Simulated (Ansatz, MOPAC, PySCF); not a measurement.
Dimer: NH3 (SMILES N) (first 4 atoms) with H2Se (SMILES [SeH2]); geometry from B3LYP-D3(BJ)/def2-TZVP, rigid monomers moved along the line of their centres of mass till N1···H7 is 1.93 Å.
(charge 0, multiplicity 1):
```
atom    x (Å)    y (Å)    z (Å)
----  -------  -------  -------
N     -0.0681  -0.1982   0.0157
H     -0.9794  -0.3057  -0.4151
H      0.3835   0.6005  -0.4148
H      0.4788  -1.0217  -0.2082
Se    -0.3629   0.1846   3.4029
H      0.9649   0.8043   3.5240
H     -0.2124   0.0320   1.9314
```

Counterpoise-corrected where a basis set is named; no monomer relaxation. Rows marked so take none.

Frozen-core correlation. Filled d and f shells under p-block atoms count as core. CBS(a, b) extrapolates the correlation energy as X⁻³ and adds the Hartree–Fock energy of set b. Rows in 6-31G* carry no dispersion term and start afresh at each structure (6-31G* with six Cartesian d functions); the Pople sets are all-electron and without relativity. The state that PM3 reach isn't checked.

Run with Ansatz (an electronic-structure program); MOPAC for PM3 (differences of heats of formation); PySCF for 6-31G* rows, the dispersion terms. 

```tsv
level	interaction energy (meV)
PM3	-158.5
HF/6-31G* (no counterpoise)	-54.3
HF/aug-cc-pVTZ	69.6
PBE-D3(BJ)/def2-TZVPPD	-180.4
r2SCAN-D3(BJ)/def2-TZVPPD	-148.1
B3LYP/6-31G* (no counterpoise)	-222.4
B3LYP/def2-TZVPPD	-65.4
PBE0/def2-TZVPPD	-125.8
CCSD(T)/CBS(aug-cc-pVDZ, aug-cc-pVTZ)	?
```

### Question
What belongs in the gaps?

### Answer

- CCSD(T)/CBS(aug-cc-pVDZ, aug-cc-pVTZ), interaction energy (meV): -92.8
